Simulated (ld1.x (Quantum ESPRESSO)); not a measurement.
Ranking TM potentials for carbon (C)

All share these settings but for the change named:

- Element: C
- Generator: ld1.x (Quantum ESPRESSO) 7.5
- Type: norm-conserving Troullier–Martins (Kleinman–Bylander form)
- Functional: LDA (PZ)
- Relativity: scalar-relativistic
- Frozen core: [He]
- Valence charge: 4
- Reference configuration: 2s1.75 2p2.25
- Partial waves: 2s (bound): rc 1.25 bohr; 2p (bound): rc 1.75 bohr; 3d channel at 0.45 Ry: rc 1.75 bohr
- Local potential: the d channel
- Core correction: a·sin(br)/r model core, default radius (core density twice the valence density)

Cutoff: the first of the cutoffs (Ry, on a coarse ladder) from which the occupation-weighted sum of valence levels, in a spherical-Bessel basis at the reference potential, stays within 10 and 1 mRy of its value at 400 Ry; the density cutoff is not measured.

The base gives 35 Ry.

Of 12 variants that were run, those that failed, showed a ghost or another fault, or gave nearly equal values are left out.

A variant can come out equal or close to the base.

(1) Rank these variants from softest to hardest (loose cutoff).
A. type RRKJ; local potential the p channel
B. wave 2s (bound): rc 1.25 bohr becomes 2s (bound): rc 0.86 bohr
C. wave 2p (bound): rc 1.75 bohr becomes 2p (bound): rc 2.40 bohr
D. wave 3d channel at 0.45 Ry: rc 1.75 bohr becomes 3d channel at 3.15 Ry: rc 1.75 bohr

Results:

(1) C (30 Ry), D (35 Ry), A (45 Ry), B (70 Ry).
